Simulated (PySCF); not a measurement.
Identify the unknown among the candidates.

All candidates are C7H9N.

| technique | computed result |
| --- | --- |
| 1H NMR | chemical shifts (computed TMS as zero) by class: 11.06 (1 H), 8.38 (1 H), 3.07 (1 H), 2.87 (2 H), 1.73 (2 H), 1.72 (2 H) ppm [GIAO PBE0/pcSseg-1] |
| Rotational structure | rotational constants A, B, C: 4.670, 1.843, 1.648 GHz [GFN2-xTB] |
| Dipole | 1.79 D [PBE0/pcSseg-1] |
| 13C NMR | chemical shifts (computed TMS as zero) by class: 175.0 (1 C), 55.7 (1 C), 38.7 (1 C), 37.8 (2 C), 18.3 (2 C) ppm [GIAO PBE0/pcSseg-1] |
| NMR, other nuclei | isotropic shieldings of nuclei other than C and H, by class: -94 (1 N) ppm [GIAO PBE0/pcSseg-1] |

The electronic properties come from PySCF, for the isolated species, density fitting. Levels stand in brackets. Geometry: GFN2-xTB, one conformer, isolated molecule. NMR classes are plain means over equivalent atoms (diastereotopic ones count apart unless rotation or inversion swaps them), as if these changed places fast.

Problem. Which candidate is it?
A. `CC1=CC[C@H](C#N)C1`
B. `C=NCC1=CCC=C1`
C. `[H]/N=C/[C@]12C[C@@H]3[C@H](C1)[C@@H]32`
D. `C[C@H]1CCC=C1C#N`

Solution. C. It is `[H]/N=C/[C@]12C[C@@H]3[C@H](C1)[C@@H]32`. Numbering: `[H]/[N:2]=[CH:3]/[C@:4]12[CH2:5][C@@H:6]3[C@H:7]([CH2:8]1)[C@H:9]23`. Its formula, C7H9N, gives 4 degrees of unsaturation: 3 rings and 1 π bond in the structure found. 7 carbons fall into 5 classes; from least to most shielded: imine carbon [C3] (175.0 ppm), sp3 carbon at a ring junction [C4] (55.7 ppm), sp3 carbon at a ring junction [C9] (38.7 ppm), four-membered-ring carbon [C5/C8] (37.8 ppm, 2 C, up to 3.6 ppm apart in this geometry), sp3 carbon at a ring junction [C6/C7] (18.3 ppm, 2 C). Hydrogen classes from least to most shielded: 1 H on an imine nitrogen, N2 (11.06 ppm), 1 H on an imine carbon, C3 (8.38 ppm), 1 H on an sp3 carbon at a ring junction, C9 (3.07 ppm), 2 H on 2 four-membered-ring carbons, C5/C8 (2.87 ppm, a mean of values up to 0.5 ppm apart in this geometry), 2 H on 2 four-membered-ring carbons, C5/C8 (1.73 ppm), 2 H on 2 like atoms (sp3 carbon at a ring junction), C6/C7 (1.72 ppm). The other shieldings belong to: -94 ppm, imine nitrogen [N2]. The optimised geometry has point group C1 and is an asymmetric top.

The others, at the same levels:
- `CC1=CC[C@H](C#N)C1` fails: it has 7 carbon classes against 5; its computed 13C shifts are 146.8 (1 C), 130.2 (1 C), 128.4 (1 C), 48.3 (1 C), 44.7 (1 C), 25.2 (1 C), 18.9 (1 C) ppm, 1H shifts are 5.48 (1 H), 2.95 (1 H), 2.94 (1 H), 2.92 (1 H), 2.82 (1 H), 2.72 (1 H), 1.88 (3 H) ppm and rotational constant A is 4.889 GHz (against 4.670 GHz).
- `C=NCC1=CCC=C1` fails: it has 7 carbon classes against 5; its computed 13C shifts are 154.2 (1 C), 154.2 (1 C), 142.7 (1 C), 141.9 (1 C), 134.7 (1 C), 68.2 (1 C), 45.0 (1 C) ppm, 1H shifts are 7.74 (1 H), 7.25 (1 H), 7.19 (1 H), 6.70 (1 H), 6.32 (1 H), 4.65 (2 H), 3.05 (2 H) ppm and rotational constant A is 5.379 GHz (against 4.670 GHz).
- `C[C@H]1CCC=C1C#N` fails: it has 7 carbon classes against 5; its computed 13C shifts are 156.2 (1 C), 128.2 (1 C), 121.2 (1 C), 47.7 (1 C), 36.4 (1 C), 33.6 (1 C), 22.4 (1 C) ppm, 1H shifts are 6.67 (1 H), 2.89 (1 H), 2.79 (1 H), 2.59 (1 H), 2.27 (1 H), 1.61 (1 H), 1.15 (3 H) ppm and rotational constant A is 3.493 GHz (against 4.670 GHz).

Each candidate is one conformer, not necessarily the lowest. The conformers computed, where there is a choice (atom-mapped SMILES and torsion angles):
- `[H]/[N:2]=[CH:3]/[C@:4]12[CH2:5][C@@H:6]3[C@H:7]([CH2:8]1)[C@H:9]23`: N2–C3–C4–C5 136°
- `[CH2:1]=[N:2][CH2:3][C:4]1=[CH:5][CH2:6][CH:7]=[CH:8]1`: C1–N2–C3–C4 -118°, N2–C3–C4–C5 121°

The conformers of `CC1=CC[C@H](C#N)C1` and `C[C@H]1CCC=C1C#N` aren't listed.
